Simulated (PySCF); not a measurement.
SnI2, SMILES [I][Sn][I] (connectivity only; charge and spin as stated), neutral, multiplicity 1.

Geometry optimised at B3LYP-D3(BJ)/def2-SVP. The isomer is the one that the SMILES or the coordinates give; other isomers of the formula were not compared. The def2 effective core potentials stand for the cores of I, Sn; spin–orbit coupling is left out.

Method: B3LYP-D3(BJ)/def2-SVP (PySCF).

Frequencies are harmonic and unscaled.

```csv
mode,ν (cm⁻¹),IR (km/mol),Raman (Å⁴/amu),depolarisation,moving atoms (share of kinetic energy)
1,57,0.3,6.0,0.66,"I 82 %, Sn 18 %"
2,187,45.5,7.9,0.75,"Sn 56 %, I 44 %"
3,188,13.5,13.9,0.13,"I 50 %, Sn 50 %"
```
